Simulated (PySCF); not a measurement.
# What a mistake does to a calculation on BC2H8Si

Calculated results; nothing here was measured. They come from PySCF 2.14.0, an open-source quantum chemistry program, on an isolated molecule that a program drew, which may never have been made. The molecule is BC2H8Si (charge 0, doublet), drawn as the SMILES string `CB[SiH]C`.

Each row is a Hartree-Fock (HF) and frozen-core CCSD(T) single point in the cc-pV(D+d)Z basis, meant for a local HF minimum. Run 1 is clean. Each other run has one planted mistake out of seven kinds, and not every kind appears here: one electron removed, one electron added, multiplicity raised by two, geometry at a saddle point, minimal basis STO-3G, one bond length entered in bohr, all coordinates scaled. The reference is restricted for singlets and unrestricted otherwise, and also for a bond in bohr. Adding or removing an electron swaps singlet and doublet. Electrons count all cores. HOMO and LUMO are orbital energies over both spins, the gradient is its largest component, and the lowest frequency (negative if imaginary) is given only where the gradient is small. Bond lengths are over the 11 bonds as drawn. T1 is the CCSD diagnostic: over 0.02 (restricted) or 0.045 (unrestricted) a single reference is doubtful.

Geometry of the clean run:
```xyz
12
BC2H8Si, angstrom
C     2.4141   -0.3438   -1.0530
B     2.7787    1.0205   -0.3353
Si    1.4903    2.3501    0.2963
C    -0.3873    2.2618    0.1455
H     1.3475   -0.5307   -1.1941
H     2.8987   -0.3789   -2.0362
H     2.8341   -1.1808   -0.4824
H     3.9393    1.2814   -0.1473
H     1.9286    3.6059    0.9456
H    -0.6958    1.3276   -0.3284
H    -0.8600    2.3188    1.1297
H    -0.7696    3.0924   -0.4540
```

```
run,electrons,basis functions,<S^2>,HOMO (eV),LUMO (eV),gradient (hartree/bohr),lowest frequency (cm^-1),mean bond (Å),longest bond (Å),T1,HF (hartree),CCSD(T) (hartree),mistake
1,39,105,0.763,-7.65,1.13,1.3e-05,31,1.3341,1.956,0.0124,-393.97932,-394.52083,no fault
2,40,105,0.000,-0.44,8.83,3.6e-02,-,1.3341,1.956,0.0139,-393.96524,-394.54847,one electron added
3,39,32,0.761,-5.00,5.72,2.8e-02,-,1.3341,1.956,0.0153,-389.39875,-389.63557,minimal basis STO-3G
4,39,105,0.765,-7.67,1.06,2.8e-02,-,1.3901,2.038,0.0137,-393.96303,-394.51157,all coordinates scaled
5,38,105,0.000,-16.89,-6.06,4.6e-02,-,1.3341,1.956,0.0115,-393.72782,-394.24999,?
6,39,105,3.768,-4.96,-1.62,7.0e-02,-,1.3341,1.956,0.0175,-393.78565,-394.32229,?
```

**Which mistake was planted in run 5, and what did it cost?**

It counts 38 electrons, one fewer than the clean run, at the same geometry and basis. So the mistake is: one electron removed. Subtracting run 1 and multiplying by 627.51 kcal/mol a hartree, the energy moved by 157.8 kcal/mol in HF and 170.0 kcal/mol in CCSD(T).

**Which mistake was planted in run 6, and what did it cost?**

Electrons, basis and geometry are unchanged, and <S^2> is 3.768, beside S(S+1) = 3.75 for a multiplicity of 4. So the mistake is: multiplicity raised by two. Subtracting run 1 and multiplying by 627.51 kcal/mol a hartree, the energy moved by 121.5 kcal/mol in HF and 124.6 kcal/mol in CCSD(T).

